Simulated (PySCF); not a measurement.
## UHF on Sn⁻ (tin, charge -1)

Configuration: [Kr] 4d10 5s2 5p3, high-spin 4S determinant. Calculation: PySCF 2.14, in aug-cc-pVQZ-PP with one added diffuse shell each of s, p, d, f, g type with ECP28MDF (8s8p6d4f3g, 117 functions); a scalar-relativistic core potential.

```json
{
  "Total energy": "-213.375690 hartree",
  "One-electron energy": "-381.0838 hartree",
  "Hartree (Coulomb) energy": "184.9835 hartree",
  "Exchange energy": "-17.2754 hartree",
  "⟨S²⟩": "3.7547",
  "⟨L²⟩": "0.000",
  "Sum of ⟨r⟩": "34.30 bohr",
  "Sum of ⟨r²⟩": "86.28 bohr²"
}
```

```csv
shell,electrons,mean orbital energy (eV),"rms radius, mean of both spins (bohr)"
4s α,1,-153.20,0.879
4s β,1,-153.05,0.879
4p α,3,-103.85,0.953
4p β,3,-103.69,0.953
4d α,5,-29.389,1.18
4d β,5,-29.222,1.18
5s α,1,-10.261,2.78
5s β,1,-5.745,2.78
5p α,3,-1.587,4.08
```

Energies and moments cover only the electrons outside the core potential.
